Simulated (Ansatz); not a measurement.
Cost and result for the atomization energy of C4H8Sn (`CC1=C[CH]1[SnH3]`) (13 atoms, 13 bonds).

Cartesian coordinates in Å:
```
C -0.783 0.986 1.720
C 0.256 0.282 0.966
C 1.205 -0.581 0.858
C 0.859 0.157 -0.408
Sn -0.200 -0.789 -2.019
H -0.822 0.655 2.758
H -0.605 2.065 1.698
H -1.761 0.818 1.258
H 1.834 -1.341 1.288
H 1.536 0.949 -0.738
H -0.985 0.352 -3.030
H -1.381 -1.833 -1.346
H 0.848 -1.719 -3.005
```

The species carries charge 0 and has multiplicity 1. Correlated methods include outer-core shells of Sn, which these sets cover unevenly. Sn takes the def2 core potential. The structure was optimised at the PBE0-D4/def2-TZVP level. Program: Ansatz. All runs use 2 threads of an AMD EPYC 7R13 on a shared host and a share of an NVIDIA H100 80 GB. Times are those of one run each, without the atoms' runs, and a repeat can differ threefold. Electronic energies, without spin–orbit coupling; frozen cores. CCSD(T)/CBS adds CCSD(T) − MP2 in def2-TZVPP to the MP2 limit, and its time is that of the two runs behind it. T1 = 0.012. With those shells the extrapolation isn't a true limit. B3LYP takes the VWN-RPA correlation (the form of Gaussian; ORCA's B3LYP/G).

CCSD(T)/CBS is a level of theory with its own doubt, some kJ/mol a heavy atom from the limit and from the frozen cores, so smaller differences don't rank the functionals.

```tsv
level	functions	wall time
PBE-D4/def2-TZVPP (with forces)	286	3.1 s
r2SCAN-D4/def2-TZVPP (with forces)	286	3.7 s
PBE0-D4/def2-TZVPP	286	3.7 s
MP2/def2-QZVPP	550	3.9 s
B3LYP-D4/def2-TZVPP (with forces)	286	4.7 s
ωB97X-V/def2-TZVPP	286	5 s
B2PLYP/def2-TZVPP	286	5.5 s
ωB97M-V/def2-TZVPP (with forces)	286	7.5 s
CCSD(T)/def2-TZVPP	286	120 s
CCSD(T)/CBS(def2)	–	2 min
```

(1) What atomization energy does each give, and how far from CCSD(T)/CBS? (Estimate.)

## Answers

(1) Ansatz gave: 
```
                             level  atomization (kJ/mol)  difference from CCSD(T)/CBS  per bond
   PBE-D4/def2-TZVPP (with forces)                4806.5                        103.2       7.9
r2SCAN-D4/def2-TZVPP (with forces)                4712.5                          9.2       0.7
                PBE0-D4/def2-TZVPP                4736.5                         33.2       2.6
                    MP2/def2-QZVPP                4701.0                         -2.3      -0.2
 B3LYP-D4/def2-TZVPP (with forces)                4695.3                         -8.0      -0.6
                ωB97X-V/def2-TZVPP                4718.3                         15.0       1.2
                 B2PLYP/def2-TZVPP                4643.2                        -60.1      -4.6
  ωB97M-V/def2-TZVPP (with forces)                4707.4                          4.1       0.3
                CCSD(T)/def2-TZVPP                4594.7                       -108.6      -8.4
                 CCSD(T)/CBS(def2)                4703.3                          0.0       0.0
```

In def2-TZVPP, CCSD(T) changes the Hartree–Fock value by +1179.7 kJ/mol (the triples alone add +74.4 kJ/mol) and MP2 by +1221.9 kJ/mol; breaking electron pairs costs correlation energy, which Hartree–Fock lacks. The D4 term adds +44.1 kJ/mol with B3LYP and +23.4 kJ/mol with PBE0; it sums over pairs of atoms, weighted by their polarisabilities, and B3LYP, whose exchange is more repulsive, gets the larger term. From PBE to PBE0 (25 % exact exchange), in def2-TZVPP and without D4, the atomization energy moves by −66.0 kJ/mol: exact exchange takes away binding that semilocal exchange gives to molecules.

Spin–orbit coupling would lower the free Sn atoms strongly, and the atomization energy with them, by more than many differences here. For some Ge, Se and Sn compounds the MP2-based and the directly extrapolated limit differ by 10 to 25 kJ/mol.
